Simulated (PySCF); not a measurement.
Gallium monofluoride, GaF (singlet state).
Numbering: `[F:1][Ga:2]`

Geometry (PBE0-D3(BJ)/def2-SVP, Å), atoms numbered from 1 in this order:
```
atom  x, y, z in Å
F1     0.8921   -0.0046   -0.0071
Ga2   -0.8865    0.0071   -0.0212
```

Method: core-valence-separated Tamm–Dancoff BHandHLYP/aug-pcX-1 (def2-SVPD on Ga) in PySCF, non-relativistic, gas phase, PBE0-D3(BJ)/def2-SVP geometry. Absolute energies from this functional tend to lie a few eV below measured edges; no shift was applied.

Question: What does the F 1s absorption edge look like?

Answer: 
```json
{"E (eV)": "682.24", "f": "0.0220", "core hole on": "F1", "main final orbital": "LUMO/LUMO+1 (2 roots, f summed)", "polarisation": "across the axis"}
{"E (eV)": "684.02", "f": "0.0092", "core hole on": "F1", "main final orbital": "LUMO+3 (83 %)", "polarisation": "along the axis"}
{"E (eV)": "685.41", "f": "0.0064", "core hole on": "F1", "main final orbital": "LUMO+2 (85 %)", "polarisation": "along the axis"}
{"E (eV)": "687.17", "f": "0.0049", "core hole on": "F1", "main final orbital": "LUMO+8 (78 %)", "polarisation": "along the axis"}
```

The first line with a tenth or more of the strongest one's intensity is at 682.24 eV (f = 0.022, sum of 2), with the hole on F1 (fluorine bonded to Ga), polarised across the axis. It is also the strongest listed.

Roots within 0.03 eV whose holes lie on the same, on equivalent or on shared atoms are summed into one line, and the highest roots are left out, as the search may have cut off their partners. Final orbitals are the ground state's empty Kohn–Sham orbitals.

Question: What is the summed oscillator strength of the listed F K lines, and their intensity-weighted mean energy?

Answer: Σf = 0.042 over 4 lines from 682.24 to 687.17 eV; the weighted mean is 683.67 eV. The strongest line holds 52 % of the sum.

Only the lowest roots of each edge were sought. Relativistic effects, spin–orbit coupling among them, are left out although an element past zinc is present.
